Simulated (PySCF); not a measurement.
## Correlation energy of Si⁻ (silicon, charge -1)

[Ne] 3s2 3p3, high-spin 4S determinant. Calculation: PySCF 2.14, in dyall-av3z (19s12p3d2f, 84 functions); the non-relativistic Hamiltonian (point nucleus). Frozen: [Ne]; 5 electrons correlated; the 23 highest virtual orbitals of each spin left out.

```json
{"level": "CCSD", "correlation energy (mhartree)": "-92.64"}
{"level": "(T)", "correlation energy (mhartree)": "-4.81"}
{"level": "CCSD(T)", "correlation energy (mhartree)": "-97.45"}
```

Diagnostics: T1 = 0.0076, D1 = 0.0161, largest double amplitude 0.046.

Q: Is a single reference adequate?

A: Yes: T1 lies below 0.03 and no double amplitude reaches 0.07.
